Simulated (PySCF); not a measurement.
Level of theory: PBE-D3(BJ)/def2-TZVP // PBE0-D3(BJ)/def2-TZVP run with PySCF 2.14.0. All species are isolated molecules in the gas phase. Delta-SCF ions had no search for a lower state. Excitations are Tamm–Dancoff values on a coarser integration grid. The basis has no diffuse functions, so Rydberg states are missing or too high.

Reference species (SMILES): `C=NC` (neutral, multiplicity 1).

```
Item                                           Value
-------------------------------------------  -------
S1 excitation (TDA)                          4.88 eV
vertical ionisation energy (Delta-SCF)       9.66 eV
S1–T1 gap (TDA)                              0.89 eV
brightest of the four lowest singlets (TDA)  7.59 eV
```

Changed species: `N(=C/C)/[H]`.

Problem. Give the shifts of the S1 excitation (TDA), vertical ionisation energy (Delta-SCF), S1–T1 gap (TDA) and brightest of the four lowest singlets (TDA).

Solution. the S1 excitation (TDA) rises by 0.47 eV, to 5.35 eV; the vertical ionisation energy (Delta-SCF) goes up by 0.26 eV, to 9.92 eV; the S1–T1 gap (TDA) increases by 0.05 eV, to 0.94 eV; the brightest of the four lowest singlets (TDA) falls by 0.18 eV, to 7.41 eV.
